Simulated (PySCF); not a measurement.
Compound: C4H12Si3.
SMILES with atom numbers: `[CH2:1]=[CH:2][C@H:3]1[SiH2:4][C@H:5]([SiH3:6])[SiH2:7]1`

Structure used (GFN2-xTB), in Å, numbered top down from 1:
```xyz
19
C4H12Si3 angstrom
C      3.460    0.429   -0.007
C      2.308   -0.110   -0.375
C      0.987    0.246    0.173
Si    -0.385    0.744   -1.092
C     -1.553   -0.506   -0.211
Si    -3.039    0.207    0.719
Si    -0.103   -1.198    0.847
H      4.398    0.130   -0.443
H      3.508    1.194    0.751
H      2.300   -0.877   -1.141
H      1.116    1.022    0.931
H     -0.767    2.157   -1.058
H     -0.061    0.365   -2.470
H     -1.943   -1.253   -0.903
H     -3.735   -0.861    1.445
H     -3.979    0.815   -0.230
H     -2.603    1.228    1.676
H      0.358   -2.519    0.410
H     -0.279   -1.206    2.300
```

Probes without a nucleus sit at each ring's centroid and 1 Å off its mean plane on both sides; NICS is minus the shielding there, NICSzz its component along the normal. Level: GIAO PBE0/pcSseg-1 (PySCF, non-relativistic, gas phase) on the GFN2-xTB geometry, one conformer.

Ring bond lengths (Å), with Mayer bond orders in brackets: C3–Si4 1.931 (0.85), Si4–C5 1.924 (0.87), C5–Si7 1.923 (0.87), Si7–C3 1.930 (0.85).

Q: Give the NICS values of each ring in ppm.

A: 
```json
{"ring": "C3–Si4–C5–Si7", "type": "4-membered ring with 2 Si; formal bonds all single", "NICS(0)": "-0.9", "NICS(1), two faces": "-1.6 / -0.5", "NICS(1)zz, two faces": "4.6 / 4.8", "rms pucker (Å)": "0.07", "centre to ring atoms, mean (Å)": "1.36"}
```

Q: What can be read from them?

A: 
- C3–Si4–C5–Si7: mean NICS(1)zz 4.7 ppm, deshielded. C3, Si4, C5, Si7 have four or more neighbours; no verdict on aromaticity is drawn.

Q: Give the inner angles of the rings and the Hirshfeld charges of the ring atoms.

A: 
- C3–Si4–C5–Si7: C3 91.2° (-0.193 e), Si4 87.9° (+0.346 e), C5 91.6° (-0.286 e), Si7 88.0° (+0.346 e); sum 358.7° against 360° for a flat convex ring.
